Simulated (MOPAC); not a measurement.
A run for MOPAC: PM7 on VC, 2S+1 = 4, a spin state set in the input, which need not be the lowest, a point of a bond scan (R = 1.648 Å).

```
PM7 1SCF PRECISE CHARGE=0 UHF MS=1.5 THREADS=1
CV

V      0.00000000 1     0.00000000 1     0.00000000 1
C      0.00000000 1     0.00000000 1     1.64813900 1
```

Program output:

```
*******************************************************************************
 **                                                                           **
 **                              MOPAC v23.2.5                                **
 **                                                                           **
 *******************************************************************************
 ** MOPAC's Digital Object Identifier: https://doi.org/10.5281/zenodo.6511958 **
 **                                                                           **
 ** Please cite the open-source release paper for use of this MOPAC version:  **
 ** J. E. Moussa and J. J. P. Stewart (2026)                                  **
 ** MOPAC: An open-source semiempirical molecular orbital program             **
 ** J. Open Source Softw., 11(119), 8025, https://doi.org/10.21105/joss.08025 **
 *******************************************************************************

                              PM7 CALCULATION RESULTS

 *******************************************************************************
 *  PM7        - The PM7 Hamiltonian to be used
 *  UHF        - UNRESTRICTED HARTREE-FOCK CALCULATION
 *
 *
 *
 *                 CHARGE ON SYSTEM = 0
 *
 *
 *
 *  MS=        - IN MECI, MAGNETIC COMPONENT OF SPIN =  1.5
 *  PRECISE    - TIGHTER CRITERIA TO BE USED
 *  1SCF       - DO 1 SCF AND THEN STOP
 *  THREADS=1  - MULTI-THREADING NOT USED
 *  T=         - A TIME OF 172800.0 SECONDS REQUESTED
 *  DUMP=N     - RESTART FILE WRITTEN EVERY 7200.0 SECONDS REQUESTED
 *******************************************************************************
PM7 1SCF PRECISE CHARGE=0 UHF MS=1.5 THREADS=1
 CV

   ATOM   CHEMICAL          X               Y               Z
  NUMBER   SYMBOL      (ANGSTROMS)     (ANGSTROMS)     (ANGSTROMS)

     1       V          0.00000000  *   0.00000000  *   0.00000000  *
     2       C          0.00000000  *   0.00000000  *   1.64813900  *



          CARTESIAN COORDINATES

    NO.       ATOM           X           Y           Z

     1         V          0.0000      0.0000      0.0000
     2         C          0.0000      0.0000      1.6481

 General Reference for PM7:
 "Optimization of Parameters for Semiempirical Methods VI: More Modifications to the
 NDDO Approximations and Re-optimization of Parameters", J. J. P. Stewart, J. Mol. Mod., 1:32, 19 (2013)
 https://link.springer.com/article/10.1007/s00894-012-1667-x

           Empirical Formula: C V  =     2 atoms



      MOLECULAR POINT GROUP   :   C*v


          UHF CALCULATION, NO. OF ALPHA ELECTRONS =    6
                           NO. OF BETA  ELECTRONS =    3

 -------------------------------------------------------------------------------
 PM7 1SCF PRECISE CHARGE=0 UHF MS=1.5 THREADS=1
 CV



     1SCF WAS SPECIFIED, SO BFGS WAS NOT USED
     SCF FIELD WAS ACHIEVED


                              PM7 CALCULATION
                                                       MOPAC v23.2.5 Linux




          FINAL HEAT OF FORMATION =        220.16840 KCAL/MOL =     921.18460 KJ/MOL


          COSMO AREA              =         90.29 SQUARE ANGSTROMS
          COSMO VOLUME            =         78.31 CUBIC ANGSTROMS

          IONIZATION POTENTIAL    =          7.113042 EV
          ALPHA SOMO LUMO (EV)    =         -7.214  0.652
          BETA  SOMO LUMO (EV)    =         -7.113 -1.161
          NO. OF ALPHA ELECTRONS  =          6
          NO. OF BETA  ELECTRONS  =          3
          MOLECULAR WEIGHT        =         62.9525         POINT GROUP:  C*v

          MOLECULAR DIMENSIONS (Angstroms)

            Atom       Atom       Distance
            C     2    V     1     1.64814
            C     2    V     1     0.00000
            V     1    C     2     0.00000


          SCF CALCULATIONS        =          1





   ATOM   CHEMICAL          X               Y               Z
  NUMBER   SYMBOL      (ANGSTROMS)     (ANGSTROMS)     (ANGSTROMS)

     1       V          0.00000000  *   0.00000000  *   0.00000000  *
     2       C          0.00000000  *   0.00000000  *   1.64813900  *

                             CARTESIAN COORDINATES

   1    V        0.000000000     0.000000000     0.000000000
   2    C        0.000000000     0.000000000     1.648139000


           Empirical Formula: C V  =     2 atoms



      MOLECULAR POINT GROUP   :   C*v


          ALPHA EIGENVALUES
 -19.13951 -10.54095 -10.01518  -9.88674  -8.75054  -7.21406   0.65180   0.96369
   1.23675   1.47496   5.35116   5.58127   7.75095


           BETA EIGENVALUES
 -17.97127  -9.06150  -7.11304  -1.16105   1.38087   1.64127   2.11768   2.17986
   2.38851   3.62091   6.05677   6.19288   7.90795


              NET ATOMIC CHARGES AND DIPOLE CONTRIBUTIONS

  ATOM NO.   TYPE          CHARGE      No. of ELECS.   s-Pop       p-Pop       d-Pop
    1          V          -0.290120        5.2901     1.90453     0.17859     3.20700
    2          C           0.290120        3.7099     1.66478     2.04510
 DIPOLE           X         Y         Z       TOTAL
 POINT-CHG.     0.000     0.000     2.297     2.297
 HYBRID         0.000     0.000    -3.143     3.143
 SUM            0.000     0.000    -0.846     0.846


          ATOMIC ORBITAL ELECTRON POPULATIONS

     Atom    s        px        py        pz      x^2-y^2     xz        z^2       yz        xy
    1  V   1.90453   0.02379   0.00931   0.14549   0.99900   1.13679   0.42779   0.64342   0.00000
    2  C   1.66478   0.83942   0.34727   0.85841


                    (SZ)    =    1.500000
                    (S**2)  =    3.796632


          ATOMIC ORBITAL SPIN POPULATIONS

    Atom   Total    s     px     py     pz   x^2-y^2  xz     z^2    yz     xy
         Atomic
    1  V  2.0823  0.019 -0.006  0.009  0.059  0.998  0.174  0.186  0.643  0.000
    2  C  0.9177 -0.004 -0.168  0.347  0.742

 **********************
 *                    *
 * JOB ENDED NORMALLY *
 *                    *
 **********************




 == MOPAC DONE ==
```

The run finished.

Cost: roughly 0.03 core-seconds.
